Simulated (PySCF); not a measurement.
Correlation energy of Sb (antimony, neutral)

[Kr] 4d10 5s2 5p3, high-spin 4S determinant. All numbers are calculated (PySCF 2.14, a scalar-relativistic core potential, in aug-cc-pwCVDZ-PP with ECP28MDF). Frozen: 4s2 4p6 4d10; 5 electrons correlated.

MP2 pair energies summed by pair of shells (mhartree):

```json
{"pair": "5s-5p", "energy": "-33.04", "share (%)": "63.9"}
{"pair": "5p-5p", "energy": "-11.53", "share (%)": "22.3"}
{"pair": "5s-5s", "energy": "-7.10", "share (%)": "13.7"}
```

Total MP2 correlation energy: -51.66 mhartree.

Same-spin part -14.12 and opposite-spin part -37.55 mhartree; SCS-MP2 scales them by 1/3 and 6/5 to -49.76 mhartree.
